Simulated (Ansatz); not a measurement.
```yaml
crystal:
  periodic: [false, false, false]
  atoms:
    - {symbol: Cu, position_ang: [-0.391026, -0.463023, 0.169543]}
    - {symbol: O, position_ang: [1.571678, -0.355898, -0.549771]}
    - {symbol: H, position_ang: [1.624942, -1.347608, -0.417380]}
    - {symbol: H, position_ang: [2.141949, 0.013336, 0.154885]}
    - {symbol: O, position_ang: [-0.499762, 1.625554, 0.085152]}
    - {symbol: H, position_ang: [-1.462997, 1.539423, 0.347040]}
    - {symbol: H, position_ang: [-0.527877, 1.898199, -0.854494]}
    - {symbol: Cl, position_ang: [-2.562506, -0.292076, 0.632788]}
    - {symbol: Cl, position_ang: [0.105619, -2.617897, 0.432226]}
basis:
  gaussian: {orbitals: cc-pVDZ, point_charges: [{charge: 1.00, position_ang: [4.882, -0.544, -0.248]}]}
magnetization: {spin_polarized: true, initial_magnetization: 1}
hamiltonian: {xc: {name: SVWN5}}
scf: {omitted_lower_state_checks: [starts]}
output: {forces: true}
```

```sh
$ ansatz run in.yaml --threads 4 --pin off --events-out ev --progress --plain --max-ram 4787MiB
```

Output, abridged:

```
Functional definition: SVWN5
1568 factors; their error is unknown
mean field evaluation 1: about -73656.8672 eV, gradient 4.7e1 eV
mean field evaluation 2: about -73626.0141 eV, gradient 1.0e2 eV
mean field evaluation 4: about -73663.0376 eV, gradient 2.5e1 eV
mean field evaluation 8: about -73664.4361 eV, gradient 4.4e-1 eV
mean field evaluation 16: about -73664.3652 eV, gradient 1.6e-4 eV
mean field -73664.36521671 eV, -2707.1154902139 hartree, gradient 6.1e-5 eV, S^2 0.750870; 0 other end points of the search recorded, 0 dependent functions left out
reference -73664.36526749 eV, -2707.1154920802 hartree; 42, 41 occupied and 85, 86 virtual orbitals, 1568 factors
Total energy: -73664.36526749 eV, -2707.1154920802 hartree
Atom 0 at    -0.391026    -0.463023     0.169543 Å, force    -0.459331     0.093767     0.106816 eV/Å
Atom 1 at     1.571678    -0.355898    -0.549771 Å, force     0.319354     0.303846    -0.320460 eV/Å
Atom 2 at     1.624942    -1.347608    -0.417380 Å, force    -0.507681    -0.625026     0.212013 eV/Å
Atom 3 at     2.141949     0.013336     0.154885 Å, force    -0.416194     0.192957     0.407623 eV/Å
Atom 4 at    -0.499762     1.625554     0.085152 Å, force     0.351348    -0.668817     0.173405 eV/Å
Atom 5 at    -1.462997     1.539423     0.347040 Å, force    -0.334329    -0.086150     0.121277 eV/Å
Atom 6 at    -0.527877     1.898199    -0.854494 Å, force    -0.077249     0.072669    -0.259779 eV/Å
Atom 7 at    -2.562506    -0.292076     0.632788 Å, force     0.819131    -0.017730    -0.150280 eV/Å
Atom 8 at     0.105619    -2.617897     0.432226 Å, force     0.132843     0.813347    -0.187467 eV/Å
Dipole moment:     0.347891     0.920765    -0.287363 e Å
Checks for a lower state left out: starts
```

It took 1.9 s on 4 threads of Arm Neoverse V1 on a shared host.
